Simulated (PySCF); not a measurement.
C₃H₃F₄, SMILES C(F)(C[CH]F)(F)F, multiplicity 2.

Coordinates come from a B3LYP-D3(BJ)/def2-SVP optimisation. The isomer is the one that the SMILES or the coordinates give; other isomers of the formula were not compared. Other conformers were not sampled.

Computed with PySCF with B3LYP-D3(BJ)/def2-SVP.

Frequencies are harmonic and unscaled.

Computed vibrational spectrum:
| mode | ν (cm⁻¹) | IR (km/mol) | moving atoms (share of kinetic energy) |
|---|---|---|---|
| 1 | 52 | 1.7 | F 75 %, C 16 %, H 9 % |
| 2 | 88 | 1.8 | F 79 %, C 13 % |
| 3 | 205 | 4.6 | F 37 %, H 32 %, C 31 % |
| 4 | 310 | 1.1 | F 85 %, C 11 % |
| 5 | 368 | 2.9 | F 53 %, H 31 %, C 16 % |
| 6 | 476 | 14.4 | F 40 %, H 33 %, C 27 % |
| 7 | 515 | 5.6 | C 40 %, H 40 %, F 19 % |
| 8 | 539 | 1.2 | F 83 %, C 10 % |
| 9 | 557 | 13.1 | F 68 %, C 22 %, H 10 % |
| 10 | 679 | 26.1 | F 49 %, C 43 % |
| 11 | 838 | 6.6 | F 62 %, C 31 % |
| 12 | 901 | 21.4 | C 42 %, H 38 %, F 20 % |
| 13 | 1032 | 11.2 | C 44 %, H 40 %, F 16 % |
| 14 | 1151 | 100.2 | H 47 %, C 44 %, F 9 % |
| 15 | 1191 | 179.7 | C 67 %, F 19 %, H 14 % |
| 16 | 1229 | 139.7 | H 40 %, C 34 %, F 26 % |
| 17 | 1271 | 191.0 | C 71 %, H 17 %, F 12 % |
| 18 | 1310 | 165.1 | C 56 %, H 36 %, F 8 % |
| 19 | 1349 | 73.3 | C 51 %, H 46 % |
| 20 | 1414 | 20.5 | H 79 %, C 19 % |
| 21 | 1429 | 67.9 | H 56 %, C 41 % |
| 22 | 3060 | 2.9 | H 94 % |
| 23 | 3124 | 1.1 | H 90 %, C 10 % |
| 24 | 3191 | 10.3 | H 92 %, C 8 % |
